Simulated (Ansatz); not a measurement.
Consider the isomerisation: `C[SiH2]N[SiH2]O` → `CO[SiH2][SiH2]N`.

Gas-phase electronic energies from Ansatz, PBE0-D4/def2-TZVP geometries. CCSD(T)/CBS adds triple-zeta CCSD(T) − MP2 to the extrapolated MP2 energy (def2 sets, frozen cores). Functionals use def2-TZVPP. B3LYP here is the variant with VWN-RPA as its local correlation; programs differ in this. One conformer a species, not always the lowest.

Is it downhill or uphill in electronic energy at CCSD(T)/CBS, and by how much? (Estimate.)

The calculation gave: Uphill: ΔE = +2.01 eV.

What do these levels give: r2SCAN-D4, ωB97X-V, ωB97M-V, B2PLYP, r2SCAN, B3LYP, SCS-MP2/def2-TZVPP, CCSD/def2-TZVPP, CCSD(T)/def2-TZVPP, HF/def2-QZVPP, SCS-MP2/def2-QZVPP, CCSD/CBS(def2)? (Best estimate.)

The calculation gave: r2SCAN-D4 1.93, ωB97X-V 1.88, ωB97M-V 2.01, B2PLYP 1.97, r2SCAN 1.93, B3LYP 1.87, SCS-MP2/def2-TZVPP 2.05, CCSD/def2-TZVPP 1.98, CCSD(T)/def2-TZVPP 1.98, HF/def2-QZVPP 2.00, SCS-MP2/def2-QZVPP 2.08, CCSD/CBS(def2) 2.02 eV.

Largest T1 diagnostic among the species: 0.011.

From PBE to PBE0 (25 % exact exchange), in def2-TZVPP and without D4, ΔE moves by +0.09 eV.
